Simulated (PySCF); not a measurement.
# Worked example: oscillator strength and radiative lifetime

Ga(H)(OH)2 (GaH₃O₂), SMILES [OH][GaH][OH].

Geometry optimised at PBE-D3(BJ)/def2-TZVP. The values are those of a single conformer.

PySCF with TDA-CAM-B3LYP/def2-SVPD puts the first singlet state with f over 0.02 at 7.49 eV (vertical), with the transition dipole (0.000, 0.000, -0.878) in atomic units.

Question: Find the oscillator strength, the wavelength and the radiative lifetime that this transition would have in vacuum if emission retraced absorption.

Answer: 
|μ|² = 0.7709 au, so |μ| = 2.23 D. ΔE = 7.49/27.211 = 0.2753 hartree. f = (2/3) ΔE |μ|² = 0.141 (the program prints 0.141).
λ = 1239.84/7.49 = 166 nm; ν = 60411 cm⁻¹.
Einstein's coefficient A = 0.6670 ν² f s⁻¹ (ν in cm⁻¹) = 3.4e8 s⁻¹, so τ = 1/A = 2.9 ns. This state is S4; the lower singlets have f = 0.000, 0.015, 0.007. The figure is the radiative limit of this one transition; relaxation, internal conversion, crossing to triplets and a medium change what is measured.
